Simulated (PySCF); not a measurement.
Compound: C8H10.
SMILES with atom numbers: `[CH3:1][C:2]1=[CH:3][C@H:4]2[CH:5]=[CH:6][C@@H:7]1[CH2:8]2` (hydrogens: H9, H10, H11 on C1; H12 on C3; H13 on C4; H14 on C5; H15 on C6; H16 on C7; H17, H18 on C8)

Computed by this run: PBE0-D3(BJ)/def2-SVP geometry optimisation, gas phase (PySCF); density fitting, grid level 2; the optimiser is geomeTRIC in internal coordinates, started from a GFN2-xTB structure.

Geometry at step 0:
```
atom  x, y, z in Å
C1      2.3783   -0.1108    0.0069
C2      0.9026   -0.2677   -0.0117
C3      0.1236   -1.2287    0.4697
C4     -1.3197   -0.8220    0.2079
C5     -1.5560    0.4151    1.0615
C6     -0.7842    1.3765    0.5774
C7     -0.0283    0.7912   -0.6048
C8     -1.1260   -0.1353   -1.1558
H9      2.6509    0.7829    0.5694
H10     2.7609    0.0056   -1.0076
H11     2.8527   -0.9747    0.4663
H12     0.4049   -2.1224    0.9933
H13    -2.0631   -1.6103    0.2849
H14    -2.2081    0.4361    1.9139
H15    -0.6475    2.3795    0.9356
H16     0.4336    1.5032   -1.2834
H17    -2.0111    0.3992   -1.5010
H18    -0.7722   -0.8111   -1.9343
```

Problem. Give the atomic forces at this geometry.

Solution. 
```tsv
atom	Fx (eV/Å)	Fy (eV/Å)	Fz (eV/Å)
C1	-0.558	-0.174	0.084
C2	0.676	0.165	-0.391
C3	-0.291	-0.293	-0.167
C4	0.175	0.136	0.004
C5	-0.390	-0.239	-0.066
C6	0.060	0.328	-0.328
C7	-0.112	-0.199	0.168
C8	0.020	0.009	0.050
H9	0.207	0.363	0.198
H10	0.223	0.076	-0.358
H11	0.269	-0.283	0.167
H12	0.278	-0.506	0.347
H13	-0.276	-0.279	0.017
H14	-0.347	0.099	0.560
H15	0.037	0.577	0.302
H16	0.183	0.259	-0.253
H17	-0.311	0.220	-0.093
H18	0.157	-0.259	-0.243
```

The largest, 0.80 eV/Å, acts on C2; the rms over all components is 0.281 eV/Å. The forces sum to zero within rounding, as they must for an isolated molecule in no field.

Problem. Give the force on C2 in Eh/bohr and in nN.

Solution. 0.798 eV/Å ÷ 51.422 = 0.01552 Eh/bohr, and 0.798 eV/Å × 1.602 = 1.28 nN.

Problem. How far is this geometry from the end of the optimisation?

Solution. 0.074 eV above it, and 0.029 Å rms away after alignment. The bonds farthest from their final lengths, with half the difference of the two atoms' forces along the bond (positive lengthens):

```csv
bond,now (Å),final (Å),force along bond (eV/Å)
C3–H12,1.073,1.091,+0.29
C5–H14,1.073,1.091,+0.24
C6–H15,1.074,1.091,+0.22
C4–C5,1.521,1.535,-0.13
C1–H9,1.091,1.104,+0.35
C6–C7,1.520,1.533,-0.13
```

The angle farthest from its final value is C3–C4–C5, 105.5° against 107.3°.

Of the 6 listed bonds off by 0.010 Å or more, this force points towards the final length in 4.

The cost below is that of the whole optimisation. Time: 56 s; peak memory 0.76 GiB. Hardware: one thread, Intel Xeon Platinum 8488C (x86_64), no GPU (shared host).
